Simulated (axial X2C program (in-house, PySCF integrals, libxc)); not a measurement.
Correcting the dissociation energy of CI⁺ for spin–orbit coupling

A spin-free PBE0 curve (one-electron X2C) was computed with an in-house relativistic program for diatomic molecules, basis I dyall-v3z [11s12p8d1f], C dyall-v3z [7s6p2d1f] (cores contracted in-house), for the state M_S = 0, Λ = 0 (closed shell). It gives D0 = 4.908 eV to I+ + C, which in a spin-free picture are the weighted means of the ground terms.

Measured levels of the ground terms (NIST Handbook of Basic Atomic Spectroscopic Data), in cm⁻¹: I+ 3P: J = 2 at 0, J = 0 at 6447.9, J = 1 at 7087; C 3P: J = 0 at 0, J = 1 at 16.4, J = 2 at 43.4.

The molecular state has Λ = 0, so it has no first-order lowering.

(1) How far does each ground level lie under the (2J+1)-weighted mean of its term?

(2) Correct D0.

Second-order spin–orbit effects in the molecule, which grow quickly with Z, are left out. Occupations by symmetry block were frozen at the best pattern of an incomplete PBE0 search. Dissociation energies refer to the lowest single-determinant-based atoms at the same level and basis.

Results:

(1) I+: (5 × 0 + 1 × 6447.9 + 3 × 7087)/9 = 3079 cm⁻¹; C: (1 × 0 + 3 × 16.4 + 5 × 43.4)/9 = 30 cm⁻¹.

(2) D0 = 4.908 + (0 − 3109)/8065.5 = 4.523 eV at PBE0 with these spin–orbit terms.
